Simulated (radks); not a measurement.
Fractional charge and spin in the 5p shell of promethium: the spin-up occupation runs from 2 to 3 and the spin-down occupation from 2 to 3; the fullest corner is Pm+, [Kr] 4d10 4f(up 2.5, down 2.5) 5s2 6s(up 0.5, down 0.5) 5p(up 3, down 3). All-electron calculation, scalar-relativistic Kohn-Sham, PBE, spin-polarised, spherical densities, finite nucleus; Fermi nuclear charge, rms radius of each element as measured or else 0.836 A^(1/3) + 0.57 fm. Program: a radial shooting solver on a logarithmic mesh with Libxc functionals. Energy (eV) above the fullest corner. The planes named below are the two flat planes that join the four corners, with an edge along up + down = one added electron.

| down \ up | 2 | 2.25 | 2.5 | 2.75 | 3 |
|---|---|---|---|---|---|
| 2 | 80.143 | 67.504 | 55.609 | 44.446 | 34.007 |
| 2.25 | 67.504 | 55.665 | 44.555 | 34.166 | 24.486 |
| 2.5 | 55.609 | 44.555 | 34.220 | 24.590 | 15.655 |
| 2.75 | 44.446 | 34.166 | 24.590 | 15.705 | 7.498 |
| 3 | 34.007 | 24.486 | 15.655 | 7.498 | 0.000 |

Corners above the fullest one (they belong to Pm2+ and the next ion): (up 3, down 2) 34.007 eV, (up 2, down 3) 34.007 eV, (up 2, down 2) 80.143 eV. With half an added electron in each spin the energy lies 0.213 eV from the planes, and with half an added electron in spin up alone -1.466 eV. The planes are only a guide here: the flat-plane condition holds for ground states with one frontier orbital, while this shell lies below other occupied shells, so the corners above the fullest one are inner-hole states and not the ground states of those ions.
